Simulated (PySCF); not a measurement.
An excited-state job on `[Se]=[PH]1CCOCC1`.

Method: TDDFT CAM-B3LYP/def2-SVPD, vertical, gas phase, core orbitals frozen in the response (PySCF 2.14.0, density-fitted response routines). Geometry: GFN2-xTB. The input is one job of a driver script: a line of settings, then coordinates in Å.

Command:
```bash
OMP_NUM_THREADS=1 python probes_run.py task.json out
```

Input:
```
{"job": {"kind": "uv", "xc": "CAM-B3LYP", "basis": "def2-SVPD", "nstates": 8, "ntriplets": 3}, "charge": 0, "multiplicity": 1}
Se     0.198292    -0.603420     2.820218
P     -0.078530    -1.156450     0.837950
C     -1.477977    -0.338440    -0.030462
C     -1.062663     1.121028    -0.240573
O      0.068029     1.249953    -1.066827
C      1.257308     0.794969    -0.470017
C      1.295849    -0.727677    -0.305830
H     -0.296897    -2.517384     0.590662
H     -1.665279    -0.825431    -0.989512
H     -2.373536    -0.387741     0.592023
H     -1.859556     1.674829    -0.743386
H     -0.872079     1.586178     0.740230
H      1.390865     1.265169     0.517605
H      2.062439     1.127429    -1.129797
H      1.159039    -1.222600    -1.269138
H      2.247098    -1.031468     0.135443
```

Estimate the output.

```
coarse grid: 61896 points
cycle   1  E = -2975.3383401094  dE =  3.244e-01  |g| = 6.435e-01  |ddm| = 5.700e+00
cycle   2  E = -2975.3052861631  dE =  3.305e-02  |g| = 7.940e-01  |ddm| = 2.246e+00
cycle   3  E = -2975.4410512359  dE = -1.358e-01  |g| = 8.164e-02  |ddm| = 1.181e+00
cycle   4  E = -2975.4421588683  dE = -1.108e-03  |g| = 2.444e-02  |ddm| = 1.343e-01
cycle   5  E = -2975.4423020547  dE = -1.432e-04  |g| = 9.693e-03  |ddm| = 5.687e-02
cycle   6  E = -2975.4423220922  dE = -2.004e-05  |g| = 1.669e-03  |ddm| = 1.729e-02
cycle   7  E = -2975.4423227014  dE = -6.091e-07  |g| = 6.264e-04  |ddm| = 4.150e-03
final grid: 129392 points
cycle   8  E = -2975.4422921740  dE = -5.536e-08  |g| = 7.599e-04  |ddm| = 7.224e-03
cycle   9  E = -2975.4422921143  dE =  5.970e-08  |g| = 9.215e-04  |ddm| = 2.536e-03
cycle  10  E = -2975.4422923225  dE = -2.082e-07  |g| = 3.516e-05  |ddm| = 1.271e-03
cycle  11  E = -2975.4422923229  dE = -3.774e-10  |g| = 1.506e-05  |ddm| = 9.091e-05
converged SCF energy = -2975.4422923229

Static polarisability (au): isotropic 102.088, principal 91.914 97.089 117.262

Singlet excitations
state   eV       nm        f      main configurations
  1   5.1071    242.8   0.00777   H->L+1 0.55, H->L 0.30
  2   5.1437    241.0   0.01862   H-1->L+1 0.65, H-1->L 0.18
  3   5.5529    223.3   0.01994   H->L 0.54, H->L+1 0.21, H->L+3 0.10
  4   5.6651    218.9   0.03324   H-1->L 0.62, H-1->L+1 0.10
  5   5.8199    213.0   0.00637   H-1->L+2 0.58, H-1->L+4 0.26, H-1->L+11 0.09
  6   6.0551    204.8   0.07269   H->L+2 0.33, H-1->L+5 0.26, H->L+4 0.17
  7   6.2322    198.9   0.06223   H->L+5 0.56, H->L+3 0.21
  8   6.3720    194.6   0.11454   H-1->L+3 0.33, H-1->L+5 0.22, H->L+2 0.16

Triplet excitations (Tamm-Dancoff, eV): 4.6002 4.6018 5.2716
```

The SCF starts on a coarse grid where the log names one; the energy can jump when the final grid takes over, and dE then counts from the start density on the new grid. H and L stand for HOMO and LUMO; the number after each pair is its weight.

Which computed singlet has the largest oscillator strength, and what do all of them sum to?

State 8 at 6.37 eV (195 nm), f = 0.115; the 8 states sum to 0.335.

Give the mean polarisability as a volume in Å³, and the ratio of the largest to the smallest principal value.

102.088 au × 0.148185 = 15.13 Å³; 117.262/91.914 = 1.28.

In short: HOMO -7.47 eV, LUMO 0.81 eV; lowest singlet 5.11 eV; lowest triplet 4.60 eV (Tamm–Dancoff); mean polarisability 102.1 au.

 Relativistic effects, spin–orbit coupling among them, are left out although an element past zinc is present.

Estimate the wall time. Hardware: one thread of an Arm Neoverse V2, shared host. And the peak memory of the process?

About 58 s, with 1.1 GiB resident at the peak, the Python interpreter and its libraries included.

One conformer stands for the species.
Labels such as C1 count atoms from 1, the log's own numbers from 0.
